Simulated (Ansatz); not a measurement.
The cluster Al₅N₅⁺. The state is a doublet with charge 1. Geometry B3LYP-D4/def2-SVP, that of the neutral singlet; atoms count from 1.

```
atom   x (Å)   y (Å)   z (Å)
 Al1   2.286   0.888   0.239
 Al2  -1.383  -2.028   0.215
 Al3  -0.048   2.393  -0.585
 Al4   1.461  -1.844   0.732
 Al5  -2.315   0.591  -0.601
  N6  -1.728   2.182  -0.868
  N7  -2.705  -1.051  -0.282
  N8   2.740  -0.700   0.709
  N9   0.056  -2.832   0.693
 N10   1.637   2.400  -0.253
```

The structure comes from a short search, and lower isomers may exist.

(1) Estimate the Mulliken populations from the PBE0/def2-TZVP orbitals of Ansatz.

(2) Where does the spin sit?

(3) And the Mayer bond orders between heavy atoms (over 0.3)?

## Answers

(1) 
```tsv
atom	charge (e)	spin (α − β)
Al1	0.42	0.01
Al2	0.45	-0.06
Al3	0.45	-0.06
Al4	0.42	0.01
Al5	0.47	-0.09
N6	-0.21	0.38
N7	-0.21	0.38
N8	-0.28	-0.01
N9	-0.25	0.22
N10	-0.25	0.22
```
Mulliken values depend strongly on the basis.

(2) Summed by element: Al -0.20, N 1.20, of 1 unpaired in all. Largest on single atoms: N7 0.38, N6 0.38, N10 0.22.

(3) Al1–N8 1.59 (1.72 Å); Al1–N10 1.42 (1.72 Å); Al2–N7 1.42 (1.72 Å); Al2–N9 1.60 (1.72 Å); Al3–N6 1.42 (1.72 Å); Al3–N10 1.60 (1.72 Å); Al4–N8 1.59 (1.72 Å); Al4–N9 1.42 (1.72 Å); Al5–N6 1.51 (1.72 Å); Al5–N7 1.51 (1.72 Å).
